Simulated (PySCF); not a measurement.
Geometry:
```csv
atom,x (Å),y (Å),z (Å)
C1,-3.640,0.207,-0.872
C2,-2.703,0.011,0.311
C3,-1.284,0.035,-0.114
N4,-0.813,0.075,-1.313
N5,0.535,0.063,-1.218
C6,0.827,0.016,0.042
C7,2.147,-0.033,0.655
C8,3.204,-0.890,0.003
C9,3.307,0.592,-0.074
O10,-0.289,-0.002,0.812
H11,-3.461,1.172,-1.338
H12,-3.466,-0.562,-1.618
H13,-4.675,0.159,-0.542
H14,-2.898,-0.950,0.798
H15,-2.853,0.792,1.061
H16,2.119,0.018,1.736
H17,2.916,-1.421,-0.891
H18,3.877,-1.430,0.651
H19,4.057,1.095,0.518
H20,3.088,1.062,-1.020
```

No solvent model, rapidly exchanging positions averaged, non-relativistic, one conformer. Structure optimised with GFN2-xTB; σ from GIAO-PBE0/pcSseg-1; PySCF 2.14.0 with density-fitted response routines.

Shifts are taken against calculated references (same method and geometry level): ¹³C (σref 186.93) and ¹H (σref 31.72) vs TMS; ¹⁵N (σref 267.73) against NH3; H2O for ¹⁷O (σref 336.08).

| atoms | nucleus | count | Hirshfeld charge | δ (ppm) |
| --- | --- | --- | --- | --- |
| C8/C9 | ¹³C | 2 | -0.08 | 13.8 |
| H14/H15 | ¹H | 2 | 0.05 | 2.82 |
| N4 | ¹⁵N | 1 | -0.15 | 338.5 |
| H17/H20 | ¹H | 2 | 0.05 | 1.32 |
| C3 | ¹³C | 1 | 0.13 | 172.3 |
| N5 | ¹⁵N | 1 | -0.16 | 326.5 |
| C6 | ¹³C | 1 | 0.13 | 177.9 |
| H16 | ¹H | 1 | 0.05 | 1.87 |
| C2 | ¹³C | 1 | -0.06 | ? |
| O10 | ¹⁷O | 1 | -0.07 | ? |
| H11/H12/H13 | ¹H | 3 | 0.04 | 1.59 |
| C1 | ¹³C | 1 | -0.11 | ? |
| C7 | ¹³C | 1 | -0.05 | 9.6 |
| H18/H19 | ¹H | 2 | 0.05 | ? |

Question: Complete the table.

Answer: 
- C2: 23.3 ppm, sp3 CH2 on an aromatic ring; saturated and bonded to C and H only
- C1: 11.2 ppm, methyl carbon; saturated and bonded to C and H only
- H18/H19: 1.11 ppm, hydrogen on a three-membered-ring carbon; cyclopropane-type protons are shielded by the ring
- O10: 335.0 ppm, aromatic ring oxygen

Shifts are as computed. Against solution values, carbons near 30 ppm lie about +3 ppm off and those near 130 ppm about +5 ppm. Of 1211 compounds with measured shifts, 218 miss one by over three times the rms of a fit or turn the order of signals round; such compounds aren't used in these exercises. Unscaled 17O shifts of doubly bonded oxygen tend to come out too high, by tens of ppm or more. Experimental scales use liquid or dissolved standards, which lie at an offset from isolated NH3 (liquid NH3: subtract about 20 ppm) and H2O (liquid H2O: subtract about 36 ppm). Unscaled 15N shifts of sp2 nitrogen come out 20 to 40 ppm too high even then.
